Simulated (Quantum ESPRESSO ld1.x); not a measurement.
Values are calculated unless marked as measured or tabulated.
Q: The aim is neutral germanium in [Ar] 3d10 4s2 4p2. This ld1.x (Quantum ESPRESSO 7.5) run was made with `OMP_NUM_THREADS=1 ld1.x < ld1.in > ld1.out`. Can the result be used? Name any fault.

```
 &input
    zed=32.0,
    iswitch=1,
    rel=1,
    lsd=1,
    dft='SLA-VWN',
    config='[Ar] 3d10 4s2 4p2 1p1',
    verbosity='high',
    prefix='ld1',
    max_out_wfc=37,
    file_charge='ld1.rho',
 /
```

Output (excerpt):

```
     Program LD1 v.7.5 starts

 %%%%%%%%%%%%%%%%%%%%%%%%%%%%%%%%%%%%%%%%%%%%%%%%%%%%%%%%%%%%%%%%%%%%%%%%%%%%%%
     Error in routine el_config (9):
     main/angular quantum number mismatch
 %%%%%%%%%%%%%%%%%%%%%%%%%%%%%%%%%%%%%%%%%%%%%%%%%%%%%%%%%%%%%%%%%%%%%%%%%%%%%%

     stopping ...
```

A: No (refused). The line at issue: config='[Ar] 3d10 4s2 4p2 1p1'. The program stops in el_config with "main/angular quantum number mismatch": l must be smaller than n. The sound input gives -2095.9351 hartree.
